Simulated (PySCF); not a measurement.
C₄H₉ (SMILES [CH2-]CCC), charge -1, singlet, geometry from GFN2-xTB (in this run its highest filled SCF level lies above zero, so its values depend strongly on the basis, on diffuse functions most of all). Base run: M06/STO-3G (PySCF).

Geometry (Å):
```xyz
13

C      0.8295     1.9158    -0.0157
C      0.7424     0.4012    -0.0074
C     -0.6784    -0.2499     0.0062
C     -0.6599    -1.7781     0.0138
H     -1.6704    -2.2006     0.0233
H      0.2318     2.2812     0.8759
H      0.2189     2.2722    -0.9022
H     -0.1305    -2.1453     0.8939
H     -0.1433    -2.1542    -0.8702
H      1.2626    -0.0015    -0.8945
H      1.2755     0.0075     0.8761
H     -1.2297     0.0989    -0.8743
H     -1.2168     0.1078     0.8911
```
Charge -1, spin multiplicity 1.
All else is at PySCF's defaults.
Base energy -155.53679 Eh.

Each row names what was changed in the base input (with any setting that the change needs).

```json
[
 {"change": "base", "ΔE vs base (µEh)": "0.0", "grid points": "144744", "electrons on the grid": "34.00003"},
 {"change": "grids.level = 2", "ΔE vs base (µEh)": "-28.6", "grid points": "93184", "electrons on the grid": "34.00003"},
 {"change": "grids.level = 7", "ΔE vs base (µEh)": "73.7", "grid points": "797512", "electrons on the grid": "34.00000"},
 {"change": "grids.level = 1", "ΔE vs base (µEh)": "748", "grid points": "42968", "electrons on the grid": "34.00057"},
 {"change": "grids.radi_method = gauss_chebyshev", "ΔE vs base (µEh)": "6.2", "grid points": "141328", "electrons on the grid": "34.00003"},
 {"change": "grids.atom_grid = (99, 590)", "ΔE vs base (µEh)": "73.9", "grid points": "424304", "electrons on the grid": "34.00001"},
 {"change": "grids.atom_grid = (150, 974)", "ΔE vs base (µEh)": "74.5", "grid points": "1061224", "electrons on the grid": "34.00000"},
 {"change": "grids.level = 5", "ΔE vs base (µEh)": "73.5", "grid points": "383776", "electrons on the grid": "34.00000"},
 {"change": "grids.radi_method = delley", "ΔE vs base (µEh)": "-1.2", "grid points": "156912", "electrons on the grid": "34.00003"},
 {"change": "grids.atom_grid = (50, 194)", "ΔE vs base (µEh)": "-138", "grid points": "86120", "electrons on the grid": "34.00052"},
 {"change": "grids.radi_method = mura_knowles", "ΔE vs base (µEh)": "-2.8", "grid points": "138480", "electrons on the grid": "34.00003"}
]
```
